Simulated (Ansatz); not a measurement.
`OB(S)[SiH2][SiH3]` → B• + 7 H• + O• + S• + 2 Si•  (atomization)

Gas-phase electronic energies from Ansatz, PBE0-D4/def2-TZVP geometries. CCSD(T)/CBS adds triple-zeta CCSD(T) − MP2 to the extrapolated MP2 energy (def2 sets, frozen cores). This one scheme is used for every species, atoms too. Functionals use def2-TZVPP. No spin–orbit coupling; open shells (•) take unrestricted orbitals. Spin–orbit coupling would lower the free atoms: a little for B, O, S, Si. Each species was taken in one conformer, which may not be the lowest.

`OB(S)[SiH2][SiH3]`:

Z-matrix (Å, degrees):
```
Si
Si 1 2.342
B 1 2.021 2 108.7
H 1 1.490 2 109.1 3 -122.6
H 1 1.492 2 108.0 3 119.7
H 2 1.488 1 110.2 3 60.0
H 2 1.489 1 109.7 3 -59.3
H 2 1.488 1 111.5 3 -179.3
S 3 1.817 1 121.7 2 92.8
O 3 1.356 1 118.6 2 -84.2
H 9 1.341 3 97.0 1 4.4
H 10 0.963 3 115.6 1 177.8
```

```json
{"level": "r2SCAN-D4", "ΔE (kcal/mol)": "947.1"}
{"level": "PBE0-D4", "ΔE (kcal/mol)": "937.4"}
```

Question: What does CCSD(T)/CBS give? (Estimate.)

Answer: Computed: +941.3 kcal/mol. The listed levels differ from it by 5.8, -3.9 kcal/mol.

Largest T1 diagnostic among the species: 0.014.

From PBE to PBE0 (25 % exact exchange), in def2-TZVPP and without D4, ΔE moves by −9.6 kcal/mol: exact exchange takes away binding that semilocal exchange gives to molecules. In def2-TZVPP, CCSD(T) changes the Hartree–Fock value by +216.4 kcal/mol (the triples alone add +12.7 kcal/mol) and MP2 by +222.5 kcal/mol; breaking electron pairs costs correlation energy, which Hartree–Fock lacks.

For atomizations the MP2-based limit and the directly extrapolated one differ by several kJ/mol either way, and by 10 to 25 for some Ge, Se and Sn compounds, so smaller differences from it don't rank the levels.
